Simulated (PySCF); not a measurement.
Compound: BrGeH3.
Geometry (PBE0-D3(BJ)/def2-SVP, Å), atoms numbered from 1 in this order:
```xyz
5
BrGeH3 angstrom
Ge     0.1244    0.1702   -0.0529
Br     2.4323    0.2254    0.0805
H     -0.3930   -0.4867    1.2334
H     -0.3601    1.6207   -0.1764
H     -0.2453   -0.6549   -1.2926
```

Level of theory: PBE0-D3(BJ)/def2-SVP geometry optimisation, gas phase (PySCF 2.14.0).

Take the most abundant isotopes and a rigid rotor. 

Question: Give the principal moments of inertia and the rotational constants in cm⁻¹.

Answer: Ia = 6.48, Ib = 215.43, Ic = 215.44 u·Å²; 505379 MHz·u·Å²/I gives 77953, 2346 and 2346 MHz, that is A = 2.60024, B = 0.07825, C = 0.07825 cm⁻¹.

Question: Classify the top.

Answer: A prolate symmetric top, as the point group C3v requires two equal moments: κ = (2 × 2346 − 77953 − 2346)/(77953 − 2346) = -1.00.

Question: Where do the R-branch lines fall?

Answer: The dipole of 1.90 D lies along the symmetry axis, so ΔK = 0 and J+1 ← J falls at 2B(J+1) for every K: 4.69 GHz, 9.38 GHz, 14.08 GHz, 18.77 GHz, 23.46 GHz for J = 0 to 4.

Question: Estimate the classical rotational partition function at 100 K and 500 K.

Answer: Point group C3v, symmetry number σ = 3; q = (√π/σ)·√((kT/h)³/(ABC)), k/h = 20836.6 MHz/K: 2710 at 100 K, 30300 at 500 K.

Whether it is a minimum is left open (no frequencies). Constants of a rigid frame at the computed geometry: no zero-point averaging, no centrifugal distortion.
